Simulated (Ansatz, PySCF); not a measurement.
Caution: the highest occupied level lies above zero, so the state may not be bound. This triplet is an excited state, 1.88 eV above the relaxed singlet at the level frozen-core CCSD(T)/aug-cc-pVTZ // PBE0-D3(BJ)/def2-TZVPD (Ansatz, a first-principles code).

## AlCl$_{2}$, SMILES `[Cl][Al-][Cl]` (excited triplet) (charge -1, multiplicity 3)

These are PBE0-D3(BJ)/def2-TZVPD (PySCF) values and carry that method's errors.

| Quantity | Value |
|---|---|
| highest occupied spin orbital | 1.14 eV |
| total energy | -1162.5709 Ha |
| cost | roughly 50 core-seconds |

Bonded distances (Å): Cl1–Al2 2.206, Al2–Cl3 2.206. Bond angles (°): Cl1–Al2–Cl3 112.7.
Charge -1, spin multiplicity 3.
